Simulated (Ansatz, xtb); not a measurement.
**Two isomers of F2H4Si3**

Structure a: `F[Si][SiH2][SiH2]F`, a singlet. Structure b: `F[SiH](F)[SiH2][SiH]`, a singlet. Both are isolated molecules in the gas phase, relaxed with B3LYP-D3(BJ)/def2-SVP; each stands in its lowest conformer found.

Task: Estimate E(b) − E(a) at the level CCSD(T)/def2-SVP + ΔMP2/def2-TZVPP.

Result: Too close to call at this level: CCSD(T)/def2-SVP + ΔMP2/def2-TZVPP gives E(b) − E(a) = −0.93 kcal/mol.

How the difference moves with the method:

```json
{"level": "B3LYP-D3(BJ)/def2-SVP", "geometry": "B3LYP-D3(BJ)/def2-SVP", "E(b) − E(a) (kcal/mol)": "−1.98", "departure from the last row (kcal/mol)": "−1.06", "job, with rough time for the two": "optimisation, 2 min"}
{"level": "HF/def2-SVP", "geometry": "B3LYP-D3(BJ)/def2-SVP", "E(b) − E(a) (kcal/mol)": "+0.24", "departure from the last row (kcal/mol)": "+1.16", "job, with rough time for the two": "part of the CCSD(T) run"}
{"level": "MP2/def2-SVP", "geometry": "B3LYP-D3(BJ)/def2-SVP", "E(b) − E(a) (kcal/mol)": "−2.46", "departure from the last row (kcal/mol)": "−1.53", "job, with rough time for the two": "part of the CCSD(T) run"}
{"level": "CCSD(T)/def2-SVP", "geometry": "B3LYP-D3(BJ)/def2-SVP", "E(b) − E(a) (kcal/mol)": "−1.65", "departure from the last row (kcal/mol)": "−0.73", "job, with rough time for the two": "single point"}
{"level": "CCSD(T)/def2-SVP + ΔMP2/def2-TZVPP", "geometry": "B3LYP-D3(BJ)/def2-SVP", "E(b) − E(a) (kcal/mol)": "−0.93", "departure from the last row (kcal/mol)": "", "job, with rough time for the two": "single point, 30 s"}
```

As drawn, both hold the same kinds of bond in the same numbers.

The largest departure from CCSD(T)/def2-SVP + ΔMP2/def2-TZVPP is that of MP2/def2-SVP, 1.53 kcal/mol. Levels run at GFN2-xTB geometries aren't shown. The last row adds to CCSD(T) the change of the MP2 difference between the two basis sets, here +0.73 kcal/mol.

With harmonic frequencies from B3LYP-D3(BJ)/def2-SVP (ideal gas, rigid rotor, one conformer each, 400 K, 1 atm): on the last row, ΔE + ΔZPE = −0.88 kcal/mol. A mode under 50 cm⁻¹ makes harmonic enthalpies and free energies unreliable, so none is given.

The correlated steps freeze 17 core orbitals. Run with Ansatz 0.2.0; the last row on 2 threads of AMD EPYC 7R43 64-Core Processor (Zen 3) on a shared host.
